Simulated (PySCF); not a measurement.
Compound: trans-Zr(H2O)2F4 (singlet state).
Bonds: Zr1–O2, Zr1–O5, Zr1–F8, Zr1–F9, Zr1–F10, Zr1–F11. Hydrogens: H3, H4 on O2; H6, H7 on O5.

Method: PBE0-D3(BJ)/def2-SVP geometry optimisation, gas phase, def2 core potentials past Kr in PySCF 2.14.0; density fitting, grid level 1; the optimiser is geomeTRIC in internal coordinates, started from a GFN1-xTB structure with every atom displaced at random (about 0.03 Å).

Step 22: E = -16291.1244 eV
```
atom  x, y, z in Å  |  force x, y, z in eV/Å
Zr1    -0.2035   -0.2048   -0.0468    0.006  -0.034   0.089
O2     -0.2105   -0.1584    2.2627   -0.106   0.033  -0.005
H3     -1.0474    0.1740    2.6187    0.097  -0.007  -0.040
H4      0.5278    0.1796    2.7834   -0.003  -0.029  -0.020
O5      0.4085    0.2922   -2.1988    0.088  -0.025  -0.156
H6      0.5971   -0.4450   -2.7979   -0.005   0.096   0.127
H7      0.9851    1.0424   -2.3985   -0.111  -0.081   0.029
F8      1.5836   -0.7184    0.4967    0.008   0.027   0.008
F9     -2.0488   -0.1761    0.5750    0.022  -0.009   0.004
F10     0.0178    1.7254   -0.1446    0.013  -0.013  -0.012
F11    -0.5116   -1.7963   -1.1189   -0.010   0.043  -0.025
```

Step 23: E = -16291.1273 eV
```
atom  x, y, z in Å  |  force x, y, z in eV/Å
Zr1    -0.2076   -0.2043   -0.0491   -0.020  -0.021   0.135
O2     -0.2215   -0.1697    2.2578   -0.100   0.050   0.007
H3     -1.0376    0.1882    2.6367    0.103  -0.019  -0.054
H4      0.5415    0.1438    2.7580   -0.005  -0.030  -0.005
O5      0.4045    0.2816   -2.1966    0.075  -0.064  -0.175
H6      0.6263   -0.4424   -2.8002   -0.024   0.092   0.126
H7      0.9506    1.0557   -2.3863   -0.070  -0.037   0.020
F8      1.5798   -0.7006    0.5143    0.017   0.011   0.001
F9     -2.0569   -0.1521    0.5561    0.022  -0.009  -0.002
F10     0.0257    1.7256   -0.1623    0.008  -0.014  -0.012
F11    -0.5068   -1.8113   -1.0973   -0.006   0.040  -0.042
```

Problem. Estimate the geometry and energy of step 24. (The exact step hangs on the optimiser's Hessian estimate; all steps are aligned on step 23, rigid shifts and turns removed.)

Solution. E = -16291.1299 eV, largest force 0.153 eV/Å
```
atom  x, y, z in Å  |  force x, y, z in eV/Å
Zr1    -0.2125   -0.2045   -0.0490   -0.008   0.003   0.122
O2     -0.2332   -0.1750    2.2521   -0.036   0.044   0.024
H3     -1.0247    0.2068    2.6559    0.054  -0.012  -0.046
H4      0.5537    0.0995    2.7384   -0.004  -0.029   0.000
O5      0.4067    0.2663   -2.1942    0.062   0.014  -0.139
H6      0.6633   -0.4400   -2.8020   -0.021   0.040   0.075
H7      0.9066    1.0718   -2.3798   -0.048  -0.043   0.017
F8      1.5751   -0.6849    0.5345    0.013  -0.002  -0.001
F9     -2.0636   -0.1299    0.5431    0.001  -0.014  -0.012
F10     0.0304    1.7240   -0.1849   -0.002  -0.006  -0.009
F11    -0.5036   -1.8195   -1.0832   -0.011   0.005  -0.032
```

The energy changes by -0.0026 eV. The first-order estimate −F·Δx gives -0.0039 eV and the mean of the old and new forces, exact on a quadratic surface, -0.0023 eV. The step makes an angle of 83° with the force vector and moves no atom by more than 0.050 Å.

The cost below is that of the whole optimisation. Hardware: one thread, Arm Neoverse N1 (aarch64), shared host with 64 logical CPUs at a one-minute load of 60. Cost: 9.1 min of wall time, 0.57 GiB resident at most.
